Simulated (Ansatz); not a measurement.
(ZnS)2 ring (Zn2S2), relaxed as a singlet with RKS PBE0-D4/def2-SVP in Ansatz, starting from the GFN2-xTB geometry. Force threshold 0.02 eV/Å.

Start:

Cartesian coordinates in Å:
```
Zn 0.558 1.060 0.590
S 0.528 -1.069 1.423
Zn -0.558 -1.060 -0.591
S -0.528 1.069 -1.422
```

```
step   energy (eV)  largest force component (eV/Å)  SCF passes
   1  -118470.6152                           1.327          30
   2  -118470.7671                           0.590          32
   3  -118470.8130                           0.096          33
   4  -118470.8137                           0.012          27
```

Force components are those of the run's own axes.

End:

Cartesian coordinates in Å:
```
Zn 0.506 0.961 0.535
S 0.536 -1.087 1.446
Zn -0.506 -0.961 -0.535
S -0.536 1.087 -1.446
```

By distances, no bond broke or formed. The bond that changes most is S2–Zn3, from 2.29 to 2.24 Å (atoms count from 1).

No frequencies were taken in this run, so the end may be a saddle point.

Hardware: 4 threads of Arm Neoverse V2 on a shared host. Wall time 8.5 s.
